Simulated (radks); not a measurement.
Ionisation of the antimony ion Sb2+, [Kr] 4d10 5s2 5p1, to [Kr] 4d10 5s2 as the strength of local exchange is varied. Calculated with a radial shooting solver on a logarithmic mesh with Libxc functionals: Dirac Kohn-Sham, Slater X-alpha exchange (alpha = 2/3 is LDA exchange), no correlation, spin-unpolarised, spherical densities, finite nucleus; open shells fill j = l - 1/2 first; Fermi nuclear charge, rms radius 4.6802 fm.

alpha  E(Sb2+) (hartree)  exchange (hartree)  IE (eV)  -e of the level emptied (eV)  <r> of it (bohr)
0.667        -6472.22733          -159.75538   24.170                19.708 (5p1/2)             2.456
0.713        -6483.25385          -171.04904   24.676                20.194 (5p1/2)             2.432
0.824        -6509.93463          -198.44736   25.918                21.391 (5p1/2)             2.377
0.881        -6523.67583          -212.59706   26.567                22.018 (5p1/2)             2.350
0.916        -6532.12695          -221.31246   26.969                22.408 (5p1/2)             2.334
0.991        -6550.27114          -240.05739   27.842                23.254 (5p1/2)             2.301
1.044        -6563.12152          -253.36060   28.466                23.861 (5p1/2)             2.278

NIST Atomic Spectra Database: 25.324 eV (measured). The Delta-SCF value meets it near alpha = 0.77. Spin polarisation and multiplet splitting are left out, so open shells lie too high by an amount that depends on their filling.

Beside tabulated values, note that spin-unpolarised runs miss the spin-polarisation part of the exchange energy of open shells.
